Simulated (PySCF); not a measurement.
**Vibration and rotation of CsS⁻**

RHF-SCS-MP2 constants of CsS⁻, ¹Σ⁺ (singlet), closed shell (Cs def2-SVPD with ECP46, S def2-SVPD; scalar-relativistic core potentials (PySCF 2.14); masses 132.9054 and 31.9721 u):

| Item | Value |
| --- | --- |
| ωe | 183.0 cm⁻¹ |
| ωexe | 1.97 cm⁻¹ |
| Be | 0.069082 cm⁻¹ |
| αe | 0.000565 cm⁻¹ |

Problem. What force constant and bond length do these constants imply?

Solution. Reduced mass μred = 25.772 u; k = 5.8918×10⁻⁷·μred·ωe² (u, cm⁻¹, mdyn/Å) = 0.509 mdyn/Å; Re = √(16.8576/(μred·Be)) (u, cm⁻¹, Å) = 3.077 Å.

Problem. Estimate the centrifugal constant D from the Kratzer relation and find the Dunham coefficient a1.

Solution. D = 4Be³/ωe² = 3.94e-08 cm⁻¹; a1 = −1 − αeωe/(6Be²) = -4.61.

Correlated steps freeze 5 core orbitals. Spin–orbit coupling is left out, which matters for elements this heavy, above all for dissociation energies.
